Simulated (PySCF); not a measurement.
SCF from a fresh guess for doublet IrS₃, at the B3LYP minimum. PySCF input:

```python
from pyscf import gto, scf, dft
mol = gto.M(atom='''
Ir    -0.000000     0.000000     0.022590
S     -1.782120     0.000000    -1.127270
S      0.000000     0.000000     2.118200
S      1.782120     0.000000    -1.127270''',
    basis={'Ir': 'def2-SVP', 'S': 'def2-SVP'},
    ecp={'Ir': 'def2-SVP'},
    charge=0, spin=1)
mf = dft.UKS(mol, xc='B3LYP')
mf.grids.atom_grid = (50, 194)
aux = {'Ir': 'def2-universal-JKFIT', 'S': 'def2-universal-JKFIT'}
mf = mf.density_fit(auxbasis=aux)
mf.conv_tol = 1e-08
mf.diis_space = 10
mf.max_cycle = 60
mf.init_guess = 'minao'
mf.verbose = 4
mf.kernel()
```

Excerpt of the output (cycles alone):

```
init E= -1286.92023824209
cycle= 1 E= -1297.97118699948  delta_E= -11.1  |g|= 1.15  |ddm|= 5.92
cycle= 2 E= -1289.77561628627  delta_E=  8.2  |g|= 3.28  |ddm|= 8.13
cycle= 3 E= -1298.58178807404  delta_E= -8.81  |g|= 0.412  |ddm|= 7.92
cycle= 4 E= -1297.99336547627  delta_E= 0.588  |g|=    1  |ddm|= 1.29
cycle= 5 E= -1298.67256964193  delta_E= -0.679  |g|= 0.0768  |ddm|=  1.1
cycle= 6 E= -1298.67533667376  delta_E= -0.00277  |g|= 0.0392  |ddm|= 0.137
cycle= 7 E= -1298.67610519983  delta_E= -0.000769  |g|= 0.0147  |ddm|= 0.0402
cycle= 8 E= -1298.67623994945  delta_E= -0.000135  |g|= 0.00827  |ddm|= 0.0221
cycle= 9 E= -1298.67630507649  delta_E= -6.51e-05  |g|= 0.00306  |ddm|= 0.0183
cycle= 10 E= -1298.67632453355  delta_E= -1.95e-05  |g|= 0.000823  |ddm|= 0.017
cycle= 11 E= -1298.67632574895  delta_E= -1.22e-06  |g|= 0.000186  |ddm|= 0.00464
cycle= 12 E= -1298.6763257779  delta_E= -2.89e-08  |g|= 4.53e-05  |ddm|= 0.00075
cycle= 13 E= -1298.6763257848  delta_E= -6.9e-09  |g|= 2.17e-05  |ddm|= 0.000323
Extra cycle  E= -1298.67632578237  delta_E= 2.42e-09  |g|= 7.32e-05  |ddm|= 0.00011
converged SCF energy = -1298.67632578237  <S^2> = 0.92694505  2S+1 = 2.169742
```

No lower solution of this spin was found from smeared starts or by a stability analysis within the unrestricted form.

With open d or f shells other occupations or spin states may lie lower. With an element this heavy the missing spin–orbit coupling can shift these numbers.

The search for the lowest solution, 3 starts and the stability check together, took 23 s on 2 threads of a shared Arm Neoverse V2 host, with 86 basis functions; the process peaked at 0.44 GiB.
